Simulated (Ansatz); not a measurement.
Basis-set extrapolation for `BN[SiH](O)F` (PBE0-D4/def2-TZVP geometry, frozen core, the Gaussian-basis code of Ansatz). Multiplicity 1, RHF reference.

|  | def2-TZVPP | def2-QZVPP |
| --- | --- | --- |
| HF | -545.603850 | -545.626215 |
| MP2 correlation | -0.917764 | -0.993343 |
| CCSD(T) correlation | -0.979089 | not run |

Energies in hartree. Use E(X) = E(∞) + A·exp(−7.88·√X) for Hartree–Fock and E(X) = E(∞) + B·X^(−2.97) for correlation, with X = 3 and 4, and add CCSD(T) minus MP2 of the smaller set to the MP2 limit.

What is the CCSD(T) energy at the basis-set limit?

HF limit: -545.626215 + (-0.022365) × 0.13774 = -545.62930. MP2 limit: -0.993343 + (-0.075579) × 0.74074 = -1.04933. Higher-order term: -0.979089 − (-0.917764) = -0.06132. Total: -546.73995 hartree, 98.5 kcal/mol below CCSD(T)/def2-TZVPP.
